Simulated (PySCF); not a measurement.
C8H9P.
Bonds: C1–C2 (double), C2–C3, C3–C4 (aromatic), C4–C5 (aromatic), C5–C6 (aromatic), C6–C7, C6–C8 (aromatic), C8–P9 (aromatic), C3–P9 (aromatic). Hydrogens: H10, H11 on C1; H12 on C2; H13 on C4; H14 on C5; H15, H16, H17 on C7; H18 on C8.

Computed with PBE0-D3(BJ)/def2-SVP geometry optimisation, gas phase in PySCF 2.14.0.

Task: Give the optimised bond lengths and angles.

Result: 
```csv
bond,length (Å),order
C1=C2,1.340,double
C2–C3,1.469,single
C3–C4,1.401,aromatic
C4–C5,1.388,aromatic
C5–C6,1.404,aromatic
C6–C7,1.503,single
C6–C8,1.395,aromatic
C8–P9,1.732,aromatic
C3–P9,1.752,aromatic
C1–H10,1.092,single
C1–H11,1.093,single
C2–H12,1.097,single
C4–H13,1.095,single
C5–H14,1.094,single
"C7–H15, C7–H16, C7–H17",1.101,single
C8–H18,1.096,single
```

Bonds in one row agree within 0.01 Å and their mean is given. Orders are formal, as drawn. A selection of angles:
```csv
angle,degrees
C2–C1–H10,120.6
C2–C1–H11,122.8
H10–C1–H11,116.6
C1–C2–C3,127.6
C1–C2–H12,117.8
C3–C2–H12,114.6
C2–C3–C4,121.9
C2–C3–P9,115.9
C4–C3–P9,122.2
C3–C4–C5,124.9
C3–C4–H13,118.2
C5–C4–H13,117.0
C4–C5–C6,124.2
C4–C5–H14,117.8
C6–C5–H14,118.0
C5–C6–C7,119.4
C5–C6–C8,120.4
C7–C6–C8,120.2
C6–C7–H15,110.5
H15–C7–H16,107.3
C6–C8–P9,126.8
C6–C8–H18,117.5
P9–C8–H18,115.7
C3–P9–C8,101.5
```

Dihedral angles: C1–C2–C3–C4 3° (synperiplanar). The mirror-image conformer, all signs reversed, is as good.

The 6-membered ring C3–C4–C5–C6–C8–P9 has internal angles of 101.5° to 126.8°; it is planar, 0.00 Å rms from its mean plane, widest ring torsion 0°. The 9 heavy atoms lie in one plane (0.016 Å rms). The 7 C–C bonds span 1.340 Å (C1=C2, drawn double) to 1.503 Å (C6–C7, drawn single), a spread of 0.163 Å. Of the pairs four or more bonds apart, H11···H13 is among the closest relative to their van der Waals radii: 2.12 Å, 88 % of the sum of Bondi's values.

Not checked by PBE0-D3(BJ)/def2-SVP frequencies. The numbers are those of one conformer.
